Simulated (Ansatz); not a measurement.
Geometry optimisation, Ansatz 0.2.0, RKS revPBE/def2-SVP.

input.yaml

```yaml
crystal:
  periodic: [false, false, false]
  atoms:
    - { symbol: Al, position_ang: [-0.8037, -0.6062, -0.6716] }
    - { symbol: Br, position_ang: [0.7919, 1.3876, -1.8532] }
    - { symbol: Cl, position_ang: [-0.0232, -2.3448, -1.3284] }
    - { symbol: Cl, position_ang: [-2.6333, 0.2027, -0.4316] }
    - { symbol: H, position_ang: [0.9424, 0.8903, 0.0715] }
    - { symbol: "N", position_ang: [0.4424, 0.122, 1.0404] }
    - { symbol: H, position_ang: [1.2131, -0.4011, 1.4313] }
    - { symbol: H, position_ang: [0.0703, 0.7496, 1.7416] }
basis:
  gaussian: { orbitals: def2-SVP }
hamiltonian:
  xc: revpbe
relax:
  f_tol: 0.15
  max_steps: 25
  restrain:
    - { distance: [0, 5], at: 3.22, k: 30.0 }
    - { distance: [4, 1], at: 2.81, k: 30.0 }
    - { distance: [0, 1], at: 2.41, k: 30.0 }
    - { distance: [4, 5], at: 1.02, k: 30.0 }
```

Run as:

```bash
$ ansatz run input.yaml --threads 2 --pin off --max-ram 3072MiB --backend cpu --events-out ev --progress --plain --runs-dir out
```

Problem. Where does it end, and by what steps?

Solution. The run converged. The restraints hold the end off the free minimum. After 8 steps the energy has fallen by 0.756 eV (the restraints' own energy left out); Al1 moved furthest, 0.65 Å. Parted: Al1–N6. Joined: H5–N6.

```csv
step,energy less start (eV),largest force component (eV/Å),accepted
0,0.0000,4.096,yes
1,-0.2717,5.552,yes
2,-0.3870,2.815,yes
3,-0.4146,1.706,yes
4,-0.5485,1.845,yes
5,-0.6960,1.087,yes
6,-0.7387,1.008,yes
7,-0.7509,0.937,yes
8,-0.7557,0.983,yes
```

```xyz
8
Properties=species:S:1:pos:R:3
Al -0.921 -0.517 -1.307
Br 0.527 1.206 -2.073
Cl -0.351 -2.527 -1.593
Cl -2.900 -0.022 -0.778
H 1.169 0.967 0.660
N 0.721 0.309 1.307
H 1.458 -0.275 1.719
H 0.297 0.859 2.065
```

Whether the end is a true minimum wasn't checked by a vibrational analysis.

Run time: 22 s on 2 threads of Intel(R) Xeon(R) Platinum 8375C CPU @ 2.90GHz (Ice Lake), with other jobs on the host, peak memory 0.19 GiB.
